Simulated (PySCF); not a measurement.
**SMILES N#C[C@H]1C(F)=CC=C[C@@H]1Cl, C7H5ClFN**

Cartesian coordinates in Å; atom numbers follow the order of the lines, from 1:
```xyz
15

N    -0.0110   -2.9885   -0.6727
C    -0.1256   -2.0483   -0.0356
C    -0.2627   -0.8421    0.7618
C     1.0872   -0.1798    0.8368
F     1.8834   -0.6317    1.8185
C     1.4900    0.7353   -0.0416
C     0.5740    1.1760   -1.0709
C    -0.7233    0.8626   -1.0290
C    -1.2934    0.0824    0.1043
Cl   -1.8805    1.2792    1.3449
H    -0.5921   -1.1348    1.7658
H     2.4783    1.1615    0.0139
H     0.9712    1.7853   -1.8670
H    -1.4197    1.2339   -1.7635
H    -2.1802   -0.4829   -0.1877
```

Computed with TDDFT B3LYP/def2-SVPD circular dichroism and optical rotation, one conformer, gas phase (PySCF). Geometry: GFN2-xTB.

Stereocentres: C3 S, C9 S.

Q: Give the optical rotatory dispersion at 633, 589.3, 546, 436, 405, 365, 355 nm.

A: [α] in deg dm⁻¹ (g/mL)⁻¹:
```csv
λ (nm),origin-invariant length gauge,modified velocity gauge,length gauge (centre of mass),isotropic polarisability (au)
633,+1334.0,+1344.0,+1327.6,99.1
589.3,+1623.4,+1635.2,+1615.7,99.7
546,+2024.6,+2038.6,+2015.0,100.4
436,+4305.9,+4329.2,+4285.2,103.6
405,+5818.0,+5845.3,+5789.7,105.3
365,+9647.8,+9680.3,+9598.5,108.9
355,+11310.1,+11343.0,+11250.9,110.2
```

Q: And for the mirror image at 589.3 nm?

A: -1623.4 deg dm⁻¹ (g/mL)⁻¹ (origin-invariant length gauge): the same size and the opposite sign.

Q: What is the molar rotation [Φ] = [α]·M/100 of the geometry above at 589.3 nm?

A: With M = 157.57 g/mol, +2558.1 deg cm² dmol⁻¹ (origin-invariant length gauge).

The first excitation lies at 4.46 eV (278 nm) with R = +163.9 × 10⁻⁴⁰ esu² cm² (velocity form).
